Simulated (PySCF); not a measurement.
A side-by-side comparison of computed properties.

First species: methane selenol, CH4Se.
SMILES: `C[SeH]`

Second species: Cu(NH3)I (singlet state).
Structure used (PBE0-D3(BJ)/def2-SVP), in Å, numbered top down from 1:
```
atom  x, y, z in Å
Cu1   -0.007    0.005   -1.098
N2     0.002   -0.002    0.859
H3    -0.412    0.846    1.250
H4     0.948   -0.068    1.237
H5    -0.523   -0.789    1.243
I6    -0.007    0.008   -3.492
```

Levels: PBE0/def2-SVPD for dipole moment, HOMO energy, LUMO energy, HOMO–LUMO gap and static isotropic polarisability; TDDFT PBE0/def2-SVPD for lowest singlet excitation; TDA PBE0/def2-SVPD for lowest triplet excitation (Tamm–Dancoff); ΔSCF PBE0/def2-SVPD for vertical ionisation energy; PBE0-D3(BJ)/def2-SVP for rotational constant A and rotational constant C. Geometries: PBE0-D3(BJ)/def2-SVP. All species are isolated and taken at one optimised geometry (atoms past krypton carry core potentials, spin–orbit coupling is left out). Electronic properties by PySCF.

(1) Which has the higher vertical ionisation energy?

(2) Which of the two has the higher rotational constant C, and by how much?

(3) Which has the higher S1 energy?

(4) Which of the two has the higher HOMO–LUMO gap, and by how much?

(5) Which has the higher LUMO energy?

(6) Which has the higher dipole moment?

(7) Which of the two has the higher HOMO energy, and by how much?

(8) Which has the higher T1 energy?

## Answers

(1) The first: 8.96 eV against 8.19 eV, a difference of 0.77 eV.

(2) The first: 9.039 GHz against 1.127 GHz, a difference of 7.912 GHz.

(3) The first: 4.81 eV against 3.99 eV, a difference of 0.82 eV.

(4) The first: 6.36 eV against 4.94 eV, a difference of 1.42 eV.

(5) The first: -0.15 eV against -1.10 eV, a difference of 0.95 eV.

(6) The second: 9.18 D against 1.43 D, a difference of 7.75 D.

(7) The second: -6.04 eV against -6.51 eV, a difference of 0.47 eV.

(8) The first: 4.36 eV against 3.87 eV, a difference of 0.49 eV.

On the first: The 10 singlets span 4.81 to 8.37 eV, and their oscillator strengths add up to 0.52. S1 lies 1.55 eV below the HOMO–LUMO gap; its leading configuration is HOMO→LUMO, weight 0.97. Relativistic effects, spin–orbit coupling among them, are left out although an element past zinc is present.

On the second: The vertical singlet–triplet gap S1 − T1 is 0.12 eV (TDDFT singlet less Tamm–Dancoff triplet). In wavenumbers S1 is 32200 cm⁻¹ (1 eV = 8065.54 cm⁻¹). Atoms past krypton carry effective core potentials; spin–orbit coupling is left out.
